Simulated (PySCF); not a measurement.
SiClFI₂, SMILES F[Si](Cl)(I)I.

Coordinates come from a B3LYP-D3(BJ)/def2-SVP optimisation. The def2 effective core potentials stand for the cores of I; spin–orbit coupling is left out.

Two levels are set side by side: PBE/def2-TZVP (PySCF) and B3LYP/def2-TZVP (PySCF). Same geometry, gas phase. Differences are taken from unrounded values.

```tsv
quantity	B3LYP
orbital gap (eV)	5.46
highest occupied level (eV)	-7.75
lowest empty level (eV)	-2.29
dipole moment (D)	1.04
mean polarisability (bohr³)	98.0
```

Task: What does PBE give, and how far is it from B3LYP? (The exact figures need the calculation; the answer reports its results.)

Result: 
```csv
quantity,PBE,PBE minus B3LYP
orbital gap (eV),4.01,-1.46
highest occupied level (eV),-6.87,0.89
lowest empty level (eV),-2.86,-0.57
dipole moment (D),0.98,-0.06
mean polarisability (bohr³),101.1,3.1
```

PBE's occupied levels lie high since its potential decays too fast outside the molecule; exact exchange lowers them and widens the gap. Loosely held outer electrons make PBE densities more polarisable. Differences between two approximate levels are no errors against the true value.

Rough cost on one machine, each run with all the roots and properties that it gave: B3LYP against PBE within a factor of 2.
